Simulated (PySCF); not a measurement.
Bonding in `FC[C@H]1CCC[SiH2]C1`

Compound: C6H13FSi.
Atom-mapped SMILES: `[F:1][CH2:2][C@H:3]1[CH2:4][CH2:5][CH2:6][SiH2:7][CH2:8]1` (hydrogens: H9, H10 on C2; H11 on C3; H12, H13 on C4; H14, H15 on C5; H16, H17 on C6; H18, H19 on Si7; H20, H21 on C8)

Structure used (PBE0-D3(BJ)/def2-SVP), in Å, numbered top down from 1:
```
atom  x, y, z in Å
F1     2.6550    0.0371   -1.6310
C2     2.6230   -0.3807   -0.3198
C3     1.1996   -0.3614    0.2060
C4     0.6405    1.0671    0.1760
C5    -0.7258    1.2552    0.8338
C6    -1.8676    0.5150    0.1291
Si7   -1.4669   -1.3225    0.0145
C8     0.3277   -1.3683   -0.5599
H9     3.0425   -1.4011   -0.2747
H10    3.2705    0.2931    0.2689
H11    1.2651   -0.6791    1.2651
H12    0.5984    1.4015   -0.8754
H13    1.3661    1.7320    0.6758
H14   -0.9505    2.3346    0.8729
H15   -0.6648    0.9257    1.8875
H16   -2.8274    0.6865    0.6425
H17   -1.9882    0.9045   -0.8977
H18   -1.5837   -1.9561    1.3694
H19   -2.3734   -2.0538   -0.9254
H20    0.3569   -1.1148   -1.6343
H21    0.7456   -2.3852   -0.4698
```

Bond orders from the PBE0/pcSseg-1 density (PySCF). One conformer (not necessarily the lowest) at the PBE0-D3(BJ)/def2-SVP geometry, without solvent, vibrations or thermal averaging.

Q: Where do the orders between heavy atoms depart from those drawn in the SMILES?

A: The largest departure is 0.116, at F1–C2 (drawn single, 0.884).

Q: Give the Mayer order of every bond, beside its length.

A: 
| bond | drawn as | length (Å) | Mayer order |
| --- | --- | --- | --- |
| F1–C2 | single | 1.376 | 0.884 |
| C2–C3 | single | 1.518 | 1.044 |
| C3–C4 | single | 1.534 | 0.979 |
| C4–C5 | single | 1.528 | 1.045 |
| C5–C6 | single | 1.532 | 1.032 |
| C6–Si7 | single | 1.884 | 0.919 |
| Si7–C8 | single | 1.885 | 0.906 |
| C8–C3 | single | 1.536 | 0.995 |
| C2–H9 | single | 1.104 | 0.953 |
| C2–H10 | single | 1.104 | 0.949 |
| C3–H11 | single | 1.108 | 0.931 |
| C4–H12 | single | 1.104 | 0.942 |
| C4–H13 | single | 1.104 | 0.951 |
| C5–H14 | single | 1.103 | 0.953 |
| C5–H15 | single | 1.106 | 0.945 |
| C6–H16 | single | 1.102 | 0.949 |
| C6–H17 | single | 1.105 | 0.939 |
| Si7–H18 | single | 1.500 | 0.958 |
| Si7–H19 | single | 1.497 | 0.953 |
| C8–H20 | single | 1.104 | 0.933 |
| C8–H21 | single | 1.103 | 0.947 |

Bonds between the same two heavy elements. C–C: lowest C3–C4 (0.979, 1.534 Å), highest C4–C5 and C2–C3 (1.045, 1.528 Å). C–Si: all 2 within 0.02 of one another (0.906 to 0.919). Bonds named together lie within 0.004.

Q: Sum the orders of all bonds at each heavy atom with more than one neighbour and set the sums beside the valence in the SMILES.

A: C2 3.830 (drawn 4), C3 3.949 (drawn 4), C4 3.917 (drawn 4), C5 3.975 (drawn 4), C6 3.839 (drawn 4), Si7 3.736 (drawn 4), C8 3.781 (drawn 4). Orders between atoms that aren't bonded are not in these sums.

Mayer orders depend on the basis set.
